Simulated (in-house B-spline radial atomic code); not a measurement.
## Co III (Co2+): [Ne] 3s2 3p5 3d7 4p1 (an excited or competing configuration)

All numbers are computed (non-relativistic BHandHLYP, spin-polarised, spherical fractional occupations; point nucleus) with an all-electron radial atomic-structure program (B-spline basis), not measured.

Z_r = [3n² - l(l+1)]/(2<r>); Z_e = n√(-2ε); the last column is Slater's effective charge. Values are occupation-weighted means over spin.

```
shell  electrons   ε (eV)  <r> (bohr)    Z_r    Z_e  Slater
   1s          2  -7645.7     0.05689  26.37  23.71   26.70
   2s          2  -948.21      0.2579  23.26  16.70   22.85
   2p          6  -825.89      0.2259  22.14  15.58   22.85
   3s          2  -140.33       0.776  17.40   9.63   16.10
   3p          5  -102.29      0.8085  15.46   8.23   16.10
   3d          7  -40.865      0.9401  11.17   5.20    7.90
   4p          1  -16.714       2.795   8.23   4.43    5.10
```

The least bound orbital is 4p up at -16.71 eV, and it is also the most diffuse (<r> = 2.795 bohr).

Caution: exact exchange at fractional occupations of open shells leaves self-interaction of up to several eV.
